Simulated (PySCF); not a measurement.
SMILES C(c1ccccc1)=Cc1ccco1 (GFN2-xTB optimised geometry):

```
23

C      0.336     0.169     0.000
C     -1.000     0.030     0.000
C     -1.917     1.131     0.000
C     -3.294     1.131     0.000
C     -3.694     2.484     0.000
C     -2.542     3.212     0.000
O     -1.468     2.410     0.000
C      1.318    -0.896     0.000
C      0.977    -2.252     0.000
C      1.955    -3.227     0.000
C      3.296    -2.876     0.000
C      3.652    -1.537     0.000
C      2.676    -0.561     0.000
H      0.740     1.173     0.000
H     -1.472    -0.941     0.000
H     -3.931     0.270     0.000
H     -4.695     2.863     0.000
H     -2.364     4.269     0.000
H     -0.061    -2.547     0.000
H      1.672    -4.269     0.000
H      4.058    -3.642     0.000
H      4.695    -1.256     0.000
H      2.960     0.482     0.000
```

Level of theory: PBE0/def2-SVP in PySCF.

Question: What are the frontier orbital energies and the dipole moment?

Answer: HOMO-2 -7.45 eV, HOMO-1 -7.33 eV, HOMO -5.68 eV, LUMO -1.42 eV, LUMO+1 -0.03 eV; dipole moment 0.70 D.

Meta-Löwdin charges at PBE0/def2-SVP: C1 -0.11, C2 -0.12, C3 0.17, C4 -0.17, C5 -0.17, C6 0.05, O7 -0.24, C8 0.01, C9 -0.11, C10 -0.10, C11 -0.11, C12 -0.11, C13 -0.11, H14 0.11, H15 0.11, H16 0.12, H17 0.12, H18 0.13, H19 0.10, H20 0.11, H21 0.11, H22 0.11, H23 0.10.
